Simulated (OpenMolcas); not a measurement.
**Sb+: input and output**

Input:

```
&GATEWAY
Coord
1

Sb 0.0 0.0 0.0
Basis=ANO-R0
Group=XYZ
NoMove
AngMom=0.0 0.0 0.0
AMFI
&SEWARD
&RASSCF
FileOrb=start.orb
Symmetry=1
Spin=3
nActEl=2 0 0
Inactive=15 9
Ras2=0 3
CIRoot=3 3 1
SDav=3
CIMx=300
Iter=120 100
PrWF=0.3
OrbListing=Nothing
MaxOrb=0
Atom
>>> COPY $Project.JobIph JOB001
&RASSCF
FileOrb=start.orb
Symmetry=1
Spin=1
nActEl=2 0 0
Inactive=15 9
Ras2=0 3
CIRoot=6 6 1
SDav=6
CIMx=300
Iter=120 100
PrWF=0.3
OrbListing=Nothing
MaxOrb=0
Atom
CIOnly
>>> COPY $Project.JobIph JOB002
&RASSI
NrOfJobIphs=2 3 6
1 2 3
1 2 3 4 5 6
IphNames
JOB001
JOB002
EJob
SpinOrbit
DIPRint=1.0
SOCoupling=1000.0
Subsets=2
MEES
Property=10
'ANGMOM' 1 'ANGMOM' 2 'ANGMOM' 3 'MLTPL  1' 1 'MLTPL  1' 2 'MLTPL  1' 3
'AMFI' 1 'AMFI' 2 'AMFI' 3 'MLTPL  2' 6
SOProperty=3
'ANGMOM' 1 'ANGMOM' 2 'ANGMOM' 3
```

Launched by
```bash
OMP_NUM_THREADS=1 MOLCAS_MEM=2252 MOLCAS_PROJECT=a pymolcas a.inp > a.log  # once for each step of the input, in one work folder
```

A driver script runs the steps one by one and writes start.orb anew before each from the orbitals found so far, so a CI-only block uses the converged orbitals of the first block.

Output, cut to the results:

```
--- SEWARD ---
Basis set label: SB.ANO-R...5S4P2D.

      Electronic valence basis set:
      ------------------
      Associated Effective Charge  51.000000 au
      Associated Actual Charge     51.000000 au
      Nuclear Model: Finite nucleus - Gaussian distribution
        Gaussian exponent, Xi/bohr**(-2):  1.89752E+08

      Shell  nPrim  nBasis  Cartesian Spherical Contaminant
         s      23       5        X
         p      18       4        X
         d      12       2                 X
                  Relativistic X2C integrals
                  Atomic mean-field integrals
--- RASSCF ---
Wave function specifications:
      -----------------------------

      Number of closed shell electrons          48
      Number of electrons in active shells       2
      Max number of holes in RAS1 space          0
      Max nr of electrons in RAS3 space          0
      Number of inactive orbitals               24
      Number of active orbitals                  3
      Number of secondary orbitals               0
      Spin quantum number                      1.0
      State symmetry                             1
Orbital specifications:
      -----------------------

      Symmetry species                           1   2
                                                ag  au
      Frozen orbitals                            0   0
      Inactive orbitals                         15   9
      Active orbitals                            0   3
      RAS1 orbitals                              0   0
      RAS2 orbitals                              0   3
      RAS3 orbitals                              0   0
      Secondary orbitals                         0   0
      Deleted orbitals                           0   0
      Number of basis functions                 15  12
      Number of CSFs                             3
      Number of root(s) required                 3
      Iter CI   SX   CI       RASSCF       Energy    max ROT     max BLB   max BLB  Level Ln srch  Step   QN
          iter iter root      energy       change     param      element    value   shift minimum  type update
 Nr of preliminary CI iterations:   1
      Total energies have been shifted. Add                -6000.00 au
        1   1    4    0  -477.71368478    0.00E+00  -3.49E-04    9  12 2  2.11E-03*  0.00   0.00    SX    NO
        2   1    3    0  -477.71368710   -2.32E-06* -1.83E-05    9  12 2  1.10E-04*  0.00   0.00    SX    NO
        3   1    3    0  -477.71368711   -6.38E-09  -9.64E-07    7  10 2  5.78E-06   0.00   0.00    SX    NO
        4   1    2    0  -477.71368711   -2.00E-11  -5.07E-08    8  11 2  3.04E-07   0.00   0.00    SX    NO
      Convergence after  4 iterations
        5   1    2    0  -477.71368711    2.73E-12  -5.07E-08    6  12 2  4.04E-08   0.00   0.00    SX    NO
      Natural orbitals and occupation numbers for root  1
      sym 2:   1.000000   1.000000   0.000000
      Natural orbitals and occupation numbers for root  2
      sym 2:   1.000000   0.000000   1.000000
      Natural orbitals and occupation numbers for root  3
      sym 2:   0.000000   1.000000   1.000000
::    RASSCF root number  1 Total energy:  -6477.71368711
::    RASSCF root number  2 Total energy:  -6477.71368711
::    RASSCF root number  3 Total energy:  -6477.71368711
--- RASSCF ---
Wave function specifications:
      -----------------------------

      Number of closed shell electrons          48
      Number of electrons in active shells       2
      Max number of holes in RAS1 space          0
      Max nr of electrons in RAS3 space          0
      Number of inactive orbitals               24
      Number of active orbitals                  3
      Number of secondary orbitals               0
      Spin quantum number                      0.0
      State symmetry                             1
Orbital specifications:
      -----------------------

      Symmetry species                           1   2
                                                ag  au
      Frozen orbitals                            0   0
      Inactive orbitals                         15   9
      Active orbitals                            0   3
      RAS1 orbitals                              0   0
      RAS2 orbitals                              0   3
      RAS3 orbitals                              0   0
      Secondary orbitals                         0   0
      Deleted orbitals                           0   0
      Number of basis functions                 15  12
...
--- RASSI ---
SPIN-FREE ENERGIES:
  (Shifted by EMIN (a.u.) =      -6477.7136871066)

 SF State       Relative EMIN(au)   Rel lowest level(eV)    D:o, cm**(-1)      L_eff

     1             0.0000000000        0.0000000000              0.0000         1.0
     2             0.0000000000        0.0000000000              0.0000         1.0
     3             0.0000000000        0.0000000000              0.0000         1.0
     4             0.0418422709        1.1385861958           9183.3170         2.0
     5             0.0418422709        1.1385861958           9183.3170         2.0
     6             0.0418422709        1.1385861958           9183.3170         2.0
     7             0.0418422709        1.1385861958           9183.3170         2.0
     8             0.0418422709        1.1385861958           9183.3170         2.0
     9             0.1046056773        2.8464654896          22958.2925         0.0
     Dipole printing threshold changed to   1.00000000E+00
Eigenvalues of complex Hamiltonian:
   -----------------------------------
  (Shifted by EMIN (a.u.) =      -6477.7136871066)

 SO State       Relative EMIN(au)   Rel lowest level(eV)    D:o, cm**(-1)     J-value

     1            -0.0173885630        0.0000000000              0.0000         0.0
     2            -0.0070599918        0.2810547420           2266.8594         0.9
     3            -0.0070599918        0.2810547420           2266.8594         0.7
     4            -0.0070599918        0.2810547420           2266.8594         0.6
     5             0.0043977350        0.5928353720           4781.5397         1.1
     6             0.0043977350        0.5928353720           4781.5397         1.8
     7             0.0043977350        0.5928353720           4781.5397         1.1
     8             0.0043977350        0.5928353720           4781.5397         1.8
     9             0.0043977350        0.5928353720           4781.5397         1.8
...
```

The J values that RASSI prints are effective ones from its own formula and need not be integers or half-integers; the table below assigns J from the states.

Levels above the lowest, from the spin-orbit matrix, grouped by J:

```
Configuration  Term  J  E (cm⁻¹)  Measured (cm⁻¹)      g  Term weight %
      5s² 5p²    ³P  0       0.0              0.0                    97
      5s² 5p²    ³P  1      2267             3055  1.501            100
      5s² 5p²    ³P  2      4782             5658  1.468             93
      5s² 5p²    ¹D  2     13584            12790  1.033             93
      5s² 5p²    ¹S  0     27492            23906                    97
```

Against the 4 measured excited levels shown (NIST Handbook of Basic Atomic Spectroscopic Data) the mean absolute deviation is 1500 cm-1; the largest miss in energy is 5s² 5p² ¹S₀: computed 27492, measured 23906 cm⁻¹ (+15.0 %), and the largest in proportion 5s² 5p² ³P₁ (-25.8 %).

Terms from blocks run as CI alone lack orbitals of their own. With the s shell closed, the reference lacks s² → p² mixing. Measured partners are found by configuration, term and J. A level has none where our copy of the source lacks it or the pairing is in doubt (some pairs that miss far off the trend of their configuration count as doubtful), and it then counts in no deviation. Only configurations of the active space appear.

The term weight is that of the spin-free term in the level, not the purity of its configuration.
